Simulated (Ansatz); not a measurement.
The input (input.yaml):

```yaml
crystal:
  periodic: [false, false, false]
  atoms:
    - { symbol: C, position_ang: [0.313394, -0.731772, 1.496185] }
    - { symbol: C, position_ang: [0.479093, -0.111154, 0.068756] }
    - { symbol: O, position_ang: [1.874993, -0.181056, -0.402108] }
    - { symbol: Si, position_ang: [-0.862145, -0.77722, -1.247954] }
    - { symbol: Al, position_ang: [-0.720696, 1.312113, -0.489991] }
    - { symbol: O, position_ang: [-0.840896, 3.0067, -0.791641] }
    - { symbol: H, position_ang: [0.660145, -1.786126, 1.533365] }
    - { symbol: H, position_ang: [-0.746588, -0.720158, 1.820399] }
    - { symbol: H, position_ang: [0.896295, -0.167605, 2.256739] }
    - { symbol: H, position_ang: [2.39474, 0.191572, 0.420801] }
    - { symbol: H, position_ang: [-1.569362, -1.939443, -0.705704] }
    - { symbol: H, position_ang: [-0.226475, -1.227869, -2.48894] }
    - { symbol: H, position_ang: [-1.632199, 3.097118, -1.455007] }
basis:
  gaussian: { orbitals: STO-3G }
hamiltonian:
  xc: pbe
md:
  timestep: 0.25
  n_steps: 500
  ensemble: nvt_langevin
  temperature: 400.0
  initial_velocities: maxwell_boltzmann
  seed: 377127
  friction: 0.05
scf:
  lower_state_search: "off"
```

Launched with:

```bash
$ ansatz run input.yaml --threads 1 --pin off --max-ram 2048MiB --backend cpu --events-out ev --progress --plain --runs-dir out
```

Hardware: 1 thread of Arm Neoverse V2, with other jobs on the host.

**Question.** Roughly how long does this run take, and how much memory?

**Answer.** 16 min, with a peak of 0.09 GiB, for 501 ionic steps.
